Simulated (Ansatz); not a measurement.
The cluster BaSe₂. Charge 0, multiplicity 3. Geometry PBE-D4/def2-TZVPD, that of the charge -1 doublet; atoms count from 1.

```xyz
3

Ba   -0.001    0.002   -0.003
Se    0.951    2.440    1.133
Se   -0.950   -2.442   -1.130
```

In the def2 sets Ba takes a core potential; there is no spin–orbit coupling. The structure comes from a short search, and lower isomers may exist.

(1) Estimate the Mulliken populations from the PBE0/def2-TZVPD orbitals of Ansatz.

(2) Where does the spin sit?

(3) And the Mayer bond orders between bonded heavy atoms (over 0.3)?

Results:

(1) 
```
atom  charge (e)  spin (α − β)
 Ba1        1.37         -0.02
 Se2       -0.72          0.89
 Se3       -0.66          1.12
```
Mulliken values and Mayer orders depend strongly on the basis. With diffuse functions, as here, like atoms can get unlike values, and bond orders can come out too low or too high.

(2) Summed by element: Ba -0.02, Se 2.02, of 2 unpaired in all. Largest on single atoms: Se3 1.12, Se2 0.89, Ba1 -0.02.

(3) Ba1–Se2 0.67 (2.85 Å); Ba1–Se3 0.49 (2.85 Å).
